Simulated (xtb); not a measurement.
Job for xtb: GFN2-xTB on IrF, 2S+1 = 1, a spin state set in the input, which need not be the lowest, a point of a bond scan (R = 1.804 Å).

```
$ xtb mol.xyz --gfn 2 --sp --chrg 0 --uhf 0
2

Ir     0.00000000     0.00000000     0.00000000
F      0.00000000     0.00000000     1.80375700
```

What total energy does the run end on?

-8.4802 hartree.
